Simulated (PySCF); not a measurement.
Computed shifts of a molecule C4H4ClF, PySCF with PBE/pcSseg-1, GIAO, gas phase, atoms alike by connectivity averaged where their shifts nearly agree, in ppm (number of nuclei): ¹³C: 162.8 (1), 137.1 (1), 122.9 (1), 116.5 (1). ¹⁹F: -83.8 (1). ¹H: 6.90 (1), 5.70 (1), 5.56 (2). References: ¹³C against TMS (σ = 182.0 ppm); ¹⁹F against CFCl3 (σ = 133.6 ppm); ³⁵Cl against HCl (σ = 936.5 ppm); ¹H against TMS (σ = 31.49 ppm), references at their B3LYP-D3(BJ)/def2-TZVP geometries, non-relativistic (without spin–orbit terms, shifts of atoms bonded to Cl or Br come out too high). Coordinates come from a r2SCAN-D4/def2-SVP optimisation. Other conformers were not sampled.

Question: Which molecule gave these data?
(A) C=C/C=C(\F)Cl
(B) CC(F)=C=CCl
(C) FC=C=CCCl
(D) C=C/C(Cl)=C\F

Answer: A, C=C/C=C(\F)Cl
